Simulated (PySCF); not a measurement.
**Excitation energy of Hg⁺ by level of theory**

Hg⁺ [Xe] 4f14 5d10 6s1 (2S) → Hg⁺ [Xe] 4f14 5d10 6p1 (2P), as a difference of total energies. Calculation: PySCF 2.14, in x2c-TZVPPall (11s7p7d3f1g, 97 functions); scalar relativity by spin-free X2C-1e. The calculations carry no spin-orbit coupling.

| method | excitation energy (cm⁻¹) | error (cm⁻¹) |
| --- | --- | --- |
| UHF | 52755 | -4812 |
| HSE06 | 56605 | -963 |
| revPBE | 56864 | -704 |
| wB97M-V | 55446 | -2121 |

Reference: 57568 cm⁻¹ (measured; NIST levels, between the centres of gravity of the two terms).

The basis was made for the ground configuration and has no added diffuse functions, so the excitation energy can come out too high.
